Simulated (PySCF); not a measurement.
Compound: 4-(methylthio)benzoic acid, C₈H₈O₂S.
Numbering: `[CH3:1][S:2][c:3]1[cH:4][cH:5][c:6]([C:7](=[O:8])[OH:9])[cH:10][cH:11]1` (hydrogens: H12, H13, H14 on C1; H15 on C4; H16 on C5; H17 on O9; H18 on C10; H19 on C11)

Geometry (PBE0-D3(BJ)/def2-SVP, Å), atoms numbered from 1 in this order:
```xyz
19
C8H8O2S angstrom
C      3.6632    0.1403    0.1609
S      2.6914   -1.2937   -0.3202
C      1.0373   -0.7133   -0.2483
C      0.6654    0.5800    0.1437
C     -0.6771    0.9434    0.1683
C     -1.6681    0.0287   -0.1966
C     -3.1079    0.3703   -0.1889
O     -3.9932   -0.3854   -0.5065
O     -3.3511    1.6284    0.2117
C     -1.2956   -1.2644   -0.5873
C      0.0377   -1.6337   -0.6136
H      3.4413    0.4585    1.1899
H      4.7113   -0.1850    0.1119
H      3.5214    0.9798   -0.5352
H      1.4184    1.3135    0.4329
H     -0.9635    1.9511    0.4738
H     -4.3129    1.7379    0.1768
H     -2.0809   -1.9687   -0.8696
H      0.3206   -2.6438   -0.9203
```

The calculation used PBE0-D3(BJ)/def2-SVP geometry optimisation, gas phase (PySCF).

Masses are those of the commonest isotopes; rigid-rotor values at the optimised geometry. The values belong to one conformer with, in the numbering `[CH3:1][S:2][c:3]1[cH:4][cH:5][c:6]([C:7](=[O:8])[OH:9])[cH:10][cH:11]1`, C1–S2–C3–C4 -2°, C5–C6–C7–O8 179°, C6–C7–O9–H 180°.

Q: What are A, B and C (GHz)?

A: Ia = 164.99, Ib = 1121.41, Ic = 1283.07 u·Å²; 505379 MHz·u·Å²/I gives 3063, 450.7 and 393.9 MHz, that is A = 3.0630, B = 0.4507, C = 0.3939 GHz.

Q: What kind of rotor is it?

A: A near-prolate asymmetric top. Ray's parameter κ = (2B − A − C)/(A − C) = -0.957; −1 is the prolate and +1 the oblate limit.

Q: Is it planar, by Δ = Ic − Ia − Ib?

A: Not planar: Δ = Ic − Ia − Ib = -3.34 u·Å². For a rigid frame Δ = −2 Σ m c², so Σ m c² = 1.67 u·Å² lies off the ab plane: 1.64 from hydrogen and 0.02 from heavier atoms. The atom farthest from that plane is 0.94 Å away.

Q: Give the other two planar moments, Paa and Pbb, and the rms extents of the mass along the axes.

A: Paa = Σ m a² = (Ib + Ic − Ia)/2 = 1119.74 and Pbb = Σ m b² = (Ia + Ic − Ib)/2 = 163.32 u·Å². With the mass M = 168.02 u, the rms extents √(P/M) along a, b and c are 2.58, 0.99, 0.10 Å.

Q: List the rotational levels J(Ka,Kc) to J = 5 (MHz).

A: Above 0(0,0):
J = 1: 1(0,1) 845, 1(1,1) 3457, 1(1,0) 3514
J = 2: 2(0,2) 2533, 2(1,2) 5089, 2(1,1) 5260, 2(2,1) 13097, 2(2,0) 13098
J = 3: 3(0,3) 5063, 3(1,3) 7537, 3(1,2) 7878, 3(2,2) 15630, 3(2,1) 15635, 3(3,1) 28835, 3(3,0) 28835
J = 4: 4(0,4) 8432, 4(1,4) 10800, 4(1,3) 11368, 4(2,3) 19008, 4(2,2) 19022, 4(3,2) 32215, 4(3,1) 32215, 4(4,1) 50699, 4(4,0) 50699
J = 5: 5(0,5) 12636, 5(1,5) 14877, 5(1,4) 15728, 5(2,4) 23229, 5(2,3) 23260, 5(3,3) 36441, 5(3,2) 36441, 5(4,2) 54923, 5(4,1) 54923, 5(5,1) 78688, 5(5,0) 78688
The levels of one J sum to (2J + 1)J(J + 1)(A + B + C)/3.

Q: Predict some low-J microwave lines.

A: The dipole components are |μa| = 1.95 D, |μb| = 2.66 D, |μc| = 0.01 D. Intensities carry the squares of the components, which stand as 0.54 : 1.00 : 0.00 (a : b : c). Some lines, for components of 0.1 D or more:

| type | branch | J(Ka,Kc) | MHz | lower level (cm⁻¹) |
| --- | --- | --- | --- | --- |
| a | R | 1(0,1) ← 0(0,0) | 845 | 0.000 |
| a | R | 2(1,2) ← 1(1,1) | 1632 | 0.115 |
| a | R | 2(0,2) ← 1(0,1) | 1688 | 0.028 |
| a | R | 2(1,1) ← 1(1,0) | 1746 | 0.117 |
| b | Q | 1(1,0) ← 1(0,1) | 2669 | 0.028 |
| b | Q | 2(1,1) ← 2(0,2) | 2727 | 0.084 |
| b | R | 1(1,1) ← 0(0,0) | 3457 | 0.000 |
| b | R | 2(1,2) ← 1(0,1) | 4245 | 0.028 |
| b | Q | 2(2,0) ← 2(1,1) | 7838 | 0.175 |
| b | Q | 2(2,1) ← 2(1,2) | 8007 | 0.170 |
| b | R | 2(2,1) ← 1(1,0) | 9583 | 0.117 |
| b | R | 2(2,0) ← 1(1,1) | 9641 | 0.115 |

Whether it is a minimum is left open (no frequencies). No vibrational averaging or centrifugal distortion is included, and the geometry carries the error of its method. A rigid rotor knows nothing of internal rotation, which can split or shift real lines.
